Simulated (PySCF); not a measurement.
## [MnH3]+: from structure and modes to constants

All numbers come from PySCF, UPBE0, basis Mn def2-TZVP, H def2-TZVP (no relativity, density fitting).

The quartet minimum has Cs symmetry. Masses (u): Mn 54.93805, H 1.00782.

```xyz
4
charge 1 multiplicity 4, angstrom
Mn   -0.0078    0.0000   -0.0657
H     0.4752    0.0000    1.5564
H     1.2040    0.0000    1.1586
H    -1.2501    0.0000    0.8519
```

Harmonic wavenumbers (cm⁻¹): 592.4 (a'', ×1), 648.3 (a', ×1), 960.5 (a', ×1), 1523.6 (a', ×1), 1774.3 (a', ×1), 3185.6 (a', ×1).

Task: Find the principal moments of inertia and the rotational constants. What kind of rotor is it?

Result: About the centre of mass I = 2.6794, 5.3503, 8.0297 u Å². With B = 16.8576/I this gives 6.292, 3.151, 2.099 cm⁻¹. The molecule is an asymmetric top with κ = -0.50.

Task: What is the harmonic zero-point energy?

Result: Half the sum of all 6 wavenumbers, 8685/2 = 4342 cm⁻¹, which is 51.9 kJ/mol (1 cm⁻¹ = 0.0119627 kJ/mol).

Task: Find the vibrational entropy and heat capacity at 298.15 K.

Result: With u = 1.43878 ω/T, each mode gives S = R[u/(eᵘ−1) − ln(1−e⁻ᵘ)] and C = R u² eᵘ/(eᵘ−1)².
```
ω (cm⁻¹)       u  S (J/(mol K))  C (J/(mol K))
   592.4   2.859           1.94           4.38
   648.3   3.129           1.56           3.90
   960.5   4.635           0.46           1.77
  1523.6   7.352           0.04           0.29
  1774.3   8.562           0.02           0.12
  3185.6  15.373           0.00           0.00
```
The sums over all modes are S = 4.0 and C = 10.5 J/(mol K); the softest mode gives 48 % of the entropy.

Task: Give the standard entropy (298.15 K, 1 bar) by its translational, rotational, vibrational and spin parts, and Cp.

Result: Sackur–Tetrode with M = 57.96 u gives 159.5; rotation with symmetry number 1 gives 68.3; vibration 4.0; spin R ln 4 = 11.5. The total is 243.3 J/(mol K), and Cp = 4 R + 10.5 = 43.7 J/(mol K).

Only a few start shapes were tried, so a lower isomer may exist. With open d or f shells other occupations or spin states may lie lower.
